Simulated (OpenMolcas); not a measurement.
Tc5+ (d2) among equal point charges was computed by CASSCF with the d shell active (OpenMolcas, ANO-RCC-VDZP on the metal). Its lowest spin-free states, and all those of the highest spin:

```
2S+1  Degeneracy  E (cm-1)
   3           1       0.0
   3           2     872.8
   3           2      5958
   3           2      8068
   1           1     12553
   1           2     12942
   1           2     13425
   3           2     17369
   1           1     20329
   1           2     21967
   1           2     22261
   1           1     26956
   3           1     30249
```

Task: Is the site octahedral, tetrahedral or cube-like, axial, or of lower symmetry?

Result: The states with 2S+1 = 3 have orbital degeneracies 1, 2, 2, 2, 2, 1. There are pairs but no triples, so the site is axial: not cubic, but with a proper or improper axis of order three or more. The run had Tc5+ among 3 point charges of -2.5 e arranged as a planar triangle (D3h), 2.29 Å from the ion.

Spin-orbit coupling mixes the spin-free states strongly: the lowest level takes only 51 % from its leading state, 3A2. Without dynamic correlation the repulsion within the d shell is too large (B by tens of per cent), so at a given field states of lower spin stand too high. Point charges carry no covalency, so the field is a model and not that of real ligands. An unlabelled pair can be two single states that coincide in this model. No measured value stands beside these numbers.
